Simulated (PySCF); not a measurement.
**Exercise with solution: refractive index and permittivity of the vapour**

GeH4SSi, SMILES [SiH3][Ge][SH] (connectivity only; charge and spin as stated), neutral, multiplicity 1.

The structure is a stationary point at r2SCAN-D4/def2-SVP. One conformer was computed; it need not be the lowest.

r2SCAN/def2-TZVPD (PySCF) gives a mean static polarisability of 93.0 bohr³ and a dipole moment of 1.08 D. Take an ideal gas at 298.15 K and 1 bar, whether or not the substance is that volatile.

Question: Work out n − 1 in the optical limit and the static ε − 1.

Answer: 
Polarisability volume α' = 93.0 × 0.148185 = 13.78 Å³. Number density N = p/kT = 2.43e-5 Å⁻³.
Dilute limit of Lorentz–Lorenz: n − 1 = 2π N α' = 0.0021.
Orientation term of Debye: μ²/(3kT) = 8.098 Å³ × μ²(D²) = 9.45 Å³.
ε − 1 = 4π N (α' + μ²/3kT) = 0.0071. Orientation of the dipole supplies 41 % of the static response; it can't follow optical fields. Vibrational polarisation and dispersion are left out.
